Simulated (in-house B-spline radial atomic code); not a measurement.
**RPBE excitations of Ge4+**

Method: RPBE. Computed with an all-electron radial atomic-structure program (B-spline basis): linear response of the closed shell [Ar] 3d10 with the functional's adiabatic kernel; scalar-relativistic (spin-free one-electron X2C), finite nucleus, no spin-orbit coupling, no double excitations, S, P, D and F terms only. Only terms of natural parity with L up to 3 were computed.

Command:
```bash
python run_td.py task.json out
```
Settings (radii: box in bohr, nucleus in fm):
```
Z                        32
electrons                28
configuration            [Ar] 3d10
hamiltonian              x2c
method                   rpbe,pbe
box_radius               19.1
rms_radius               4.0742
intervals                72
```

Cost of the run: 1.1 s on 1 thread of Intel(R) Xeon(R) Platinum 8259CL CPU @ 2.50GHz (Skylake/Cascade Lake), with other jobs on the host.

The lowest states, in the order of their Tamm-Dancoff energies; the method's threshold (minus the highest occupied level) is 77.92 eV. Labels give the largest channel, * marks a mixed state, and oscillator strengths are full-response dipole values. Semilocal kernels can invert the small singlet-triplet splittings of Rydberg terms. Energies in eV:

```csv
state,full response,Tamm-Dancoff,oscillator strength
3d → 4s 3D,25.175,25.196,-
3d → 4s 1D,25.853,25.862,-
3d → 4p 3P,36.28,36.30,-
3d → 4p 3F,36.39,36.41,-
3d → 4p 1F,36.82,36.82,-
3d → 4p 1P,37.85,37.93,0.526
3d → 4d 3S,51.59,51.63,-
3d → 4d 3D,52.23,52.23,-
3d → 4d 1D,52.71,52.73,-
3d → 5s 3D,55.08,55.08,-
3d → 5s 1D,?,?,-
3d → 4d 1S,?,?,-
3d → 5p 3P,58.84,58.85,-
3d → 5p 3F,58.89,58.89,-
3d → 5p 1F,59.01,59.01,-
3d → 5p 1P,59.23,59.25,0.0467
```

(1) Where does 3d → 4d 1S lie?

(2) Where does 3d → 5s 1D lie?

(3) How large is the singlet-triplet splitting of 3d → 4s (D terms) in Tamm-Dancoff?

(4) What polarisabilities and dispersion coefficient does the method give?

Answers

(1) At 55.83 eV in full response, 56.32 eV in Tamm-Dancoff.

(2) At 55.25 eV in full response, 55.25 eV in Tamm-Dancoff.

(3) 0.666 eV, from the unrounded values.

(4) Dipole 0.873 bohr³, quadrupole 1.347 bohr⁵, C6 1.672 hartree·bohr⁶ for two such species.
